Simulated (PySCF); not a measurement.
C2H10O2Si2, SMILES C(O)[SiH](CO)[SiH3]. Geometry: PBE-D3(BJ)/def2-SVP. The structure was generated by enumeration, and PubChem lists no compound with its InChIKey, so it may never have been made. One conformer was computed; it need not be the lowest.

### Question
Give the equilibrium geometry at PBE-D3(BJ)/def2-SVP (PySCF confirms it by a frequency run) as Cartesian coordinates in Å. (An estimate is asked for; the answer gives what the named calculation found.)

### Answer
One answer among several that fit: 
```xyz
16

O      1.0375     2.5114    -0.0633
C     -0.1630     1.9197    -0.5695
Si    -0.0011     0.0043    -0.5679
Si     1.0014    -0.4923     1.5017
C     -1.6283    -1.0031    -0.7467
O     -1.3820    -2.4037    -0.6616
H      1.7655     2.2478    -0.6565
H     -0.4523     2.3245    -1.5701
H     -0.9760     2.2128     0.1287
H      0.9494    -0.3998    -1.6699
H      0.3134     0.2714     2.6021
H      2.4729    -0.1833     1.5269
H      0.8481    -1.9650     1.8138
H     -2.0690    -0.8155    -1.7493
H     -2.3885    -0.6471    -0.0065
H     -0.9641    -2.5751     0.2034
```
